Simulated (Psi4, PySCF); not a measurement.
Input for PySCF:
```python
from pyscf import gto, scf, dft

mol = gto.M(
    atom='''
O    -0.92927765   -1.10107103    0.47038150
S    -0.30648471    0.06577188    0.03592323
O    -0.28177496    1.30990163    0.67380737
O    -0.16040338    0.13618090   -1.48192162
O     1.51509703   -0.43530633    0.32634646
H     0.02738105    0.99314564   -1.88232251
H     2.02118500    0.06891685    0.99495602
H     1.70606114   -1.39205371    0.40368493
''',
    basis='6-311g**',
    charge=1,
    verbose=4,
)

mf = dft.RKS(mol)
mf.xc = 'r2scan'
mf.grids.atom_grid = (99, 590)
mf.grids.prune = None
mf.kernel()
```

Give the equivalent Psi4 input.

One answer among several that fit: 
```
memory 2 GB

molecule {
1 1
O    -0.92927765   -1.10107103    0.47038150
S    -0.30648471    0.06577188    0.03592323
O    -0.28177496    1.30990163    0.67380737
O    -0.16040338    0.13618090   -1.48192162
O     1.51509703   -0.43530633    0.32634646
H     0.02738105    0.99314564   -1.88232251
H     2.02118500    0.06891685    0.99495602
H     1.70606114   -1.39205371    0.40368493
}

set {
  basis 6-311g**
  scf_type pk
  puream true
  d_convergence 1e-8
  dft_radial_points 99
  dft_spherical_points 590
}

energy('r2scan')
print_variables()
```

Both were run: PySCF gave -700.425235 Eh and Psi4 -700.425257 Eh, 0.022 mEh apart.
